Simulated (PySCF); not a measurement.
BiF3, SMILES [F][Bi]([F])[F] (connectivity only; charge and spin as stated), charge +1, multiplicity 2. Geometry optimised at B3LYP-D3(BJ)/def2-SVP. The spin state was assumed, not searched. The isomer is the one that the SMILES or the coordinates give; other isomers of the formula were not compared. The def2 effective core potentials stand for the cores of Bi; spin–orbit coupling is left out.

Computed with PySCF with B3LYP-D3(BJ)/def2-SVP.

Harmonic wavenumbers (cm⁻¹): 114, 114, 117, 512, 512, 554. Rotational constants (GHz): 3.986, 3.986, 2.565; symmetry number 3.

Question: Work out the zero-point energy and the ideal-gas rigid-rotor harmonic-oscillator thermochemistry at 298.15 K and 1 atm.

Answer: ZPE = ½ Σ hcν = ½ × 1923 cm⁻¹ = 2.75 kcal/mol. H − E(el) = 6.84 kcal/mol. Entropy in cal/(mol K): translation 42.63, rotation 24.29, vibration 11.34, spin 1.38, total 79.63. G − E(el) = -16.91 kcal/mol. Cp = 17.34 cal/(mol K). Modes under 150 cm⁻¹ make the vibrational entropy uncertain.
